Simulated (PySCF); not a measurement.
# A ladder for the electron affinity of Cu

Cu⁻ [Ar] 3d10 4s2 (1S) → Cu [Ar] 3d10 4s1 (2S). Scalar values calculated with PySCF 2.14 in aug-cc-pVTZ-PP with ECP10MDF (ECP; valence: 3s2 3p6 frozen). The spin-orbit shift comes from two-component X2C-1e calculations (generalised Hartree-Fock, GHF, and MP2 on its spinors, GMP2) in x2c-TZVPall-2c with one added diffuse shell each of s, p, d type: GMP2 gives 0.805 eV without and 0.805 eV with screened spin-orbit coupling, a shift of 0.000 eV (GHF: 0.000 eV). Sums use unrounded values; where a UHF row is shifted, it takes the GHF shift.

```json
{"method": "UHF", "scalar (eV)": "0.007"}
{"method": "MP2 (valence)", "scalar (eV)": "0.869"}
{"method": "SCS-MP2 (valence)", "scalar (eV)": "0.910"}
{"method": "CCSD (valence)", "scalar (eV)": "1.007"}
{"method": "CCSD(T) (valence)", "scalar (eV)": "1.176"}
{"method": "LDA", "scalar (eV)": "1.584"}
{"method": "PBE", "scalar (eV)": "1.357"}
{"method": "PBE0", "scalar (eV)": "1.066"}
{"method": "r2SCAN", "scalar (eV)": "1.250"}
{"method": "HSE06", "scalar (eV)": "1.099"}
{"method": "r2SCANh", "scalar (eV)": "1.158"}
{"method": "PBEsol", "scalar (eV)": "1.332"}
{"method": "PW91", "scalar (eV)": "1.387"}
```

(1) Form a composite estimate from CCSD(T) (valence) and the spin-orbit shift, and compare it with the reference, 1.236 eV (measured; photodetachment measurements, as compiled on the Wikipedia data page of electron affinities).

The errors of the correlated levels include the incompleteness of the basis and the frozen core, so a lower level can come closer by cancellation.

## Answers

(1) 1.176 + (0.000) = 1.177 eV, an error of -0.059 eV.
